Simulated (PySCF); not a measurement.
# Reading the logs of faulty runs: CGeH7Si cation

All numbers below are calculated, not measured. They come from PySCF 2.14.0, an open-source quantum chemistry program, on an isolated molecule that a program drew, which may never have been made. The molecule is CGeH7Si cation (charge +1, singlet), drawn as the SMILES string `[CH3][GeH+][SiH3]`.

Each row is a Hartree-Fock (HF) and frozen-core CCSD(T) single point in the cc-pV(D+d)Z basis, meant for a local HF minimum. Run 1 is clean. Each other run has one planted mistake out of seven kinds, and not every kind appears here: one electron removed, one electron added, multiplicity raised by two, geometry at a saddle point, minimal basis STO-3G, one bond length entered in bohr, all coordinates scaled. The reference is restricted for singlets and unrestricted otherwise, and also for a bond in bohr. Adding or removing an electron swaps singlet and doublet. Electrons count all cores. HOMO and LUMO are orbital energies over both spins, the gradient is its largest component, and the lowest frequency (negative if imaginary) is given only where the gradient is small. Bond lengths are over the 9 bonds as drawn. T1 is the CCSD diagnostic: over 0.02 (restricted) or 0.045 (unrestricted) a single reference is doubtful. Germanium has the cc-pVDZ-PP basis, with a core potential (ECP10MDF) in place of its 10 inner electrons, and its 3s, 3p and 3d shells are frozen in CCSD(T).

Geometry of the clean run:
```xyz
10
CGeH7Si cation, angstrom
C     0.6032    0.2953   -1.2172
Ge    0.7756   -1.6248   -1.2772
Si   -1.0097   -3.3010   -1.3671
H    -0.4377    0.6106   -1.2322
H     1.1401    0.7145   -2.0731
H     1.0958    0.6542   -0.3088
H     2.2297   -2.0888   -1.2639
H    -0.7352   -4.0194   -2.6204
H    -2.2663   -2.5420   -1.3645
H    -0.7808   -4.1038   -0.1567
```

```
run  electrons  basis functions  <S^2>  HOMO (eV)  LUMO (eV)  gradient (hartree/bohr)  lowest frequency (cm^-1)  mean bond (Å)  longest bond (Å)      T1  HF (hartree)  CCSD(T) (hartree)                          mistake
  1         58               95  0.000     -16.26      -5.23                  1.1e-05                        30         1.5100             2.451  0.0120    -623.99482         -624.38241                         no fault
  2         58               95  0.955     -15.00      -5.92                  4.1e-02                         -         1.7007             3.645  0.0218    -623.89662         -624.25587  one bond length entered in bohr
  3         59               95  0.768      -6.86       2.10                  3.1e-02                         -         1.5100             2.451  0.0115    -624.21615         -624.61893               one electron added
  4         58               95  0.000     -15.56      -5.16                  4.9e-02                         -         1.6368             2.656  0.0130    -623.94807         -624.34722           all coordinates scaled
  5         58               95  2.009     -13.06      -7.99                  5.0e-02                         -         1.5100             2.451  0.0157    -623.88155         -624.26274       multiplicity raised by two
  6         57               95  0.780     -23.10     -14.23                  6.8e-02                         -         1.5100             2.451  0.0231    -623.43461         -623.80156                                ?
```

**Which mistake was planted in run 6, and what did it cost?**

It counts 57 electrons, one fewer than the clean run, at the same geometry and basis. So the mistake is: one electron removed. Subtracting run 1 and multiplying by 627.51 kcal/mol a hartree, the energy moved by 351.5 kcal/mol in HF and 364.5 kcal/mol in CCSD(T).

